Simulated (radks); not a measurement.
Results of a calculation; reference values are marked as such.
Initial-state core-level shifts of the dysprosium ion Dy3+ when its valence configuration changes from [Xe] 4f9. Code: a radial shooting solver on a logarithmic mesh with Libxc functionals. Model: scalar-relativistic Kohn-Sham, r2SCAN, spin-polarised, spherical densities, finite nucleus; open shells are filled with parallel spins first (spin-orbit coupling, left out, can overturn this in heavy ions); meta-GGA in the generalised Kohn-Sham scheme; Fermi nuclear charge, rms radius 5.2218 fm. Shifts are changes of the shell-averaged eigenvalues in eV (positive: less bound); the change of the density at the nucleus, which sets a Mossbauer isomer shift, is in e/bohr^3, on a base of 7.773e+05.

valence               1s       2s       3d       5s  density at nucleus
4f8 5d1           -7.726   -8.364   -9.303   -3.988              +35.55
4f8 6s1          -11.108  -11.875  -12.738   -7.206             +112.51
4f7 6s1 6p1      -24.468  -26.136  -28.012  -15.678             +170.63
4f8 6p1          -12.331  -13.086  -13.948   -8.405              +45.54
4f6 6s2 6p1      -38.612  -41.360  -44.432  -23.705             +322.81
4f8.5 6p0.5       -6.043   -6.403   -6.814   -4.203              +21.92
4f6.5 6s2 6p0.5  -30.987  -33.177  -35.629  -19.296             +281.96
4f6 5d1 6s1 6p1  -34.456  -37.043  -40.220  -20.051             +225.99
4f6.5 5d0.5 6s2  -28.500  -30.611  -33.109  -17.061             +272.93
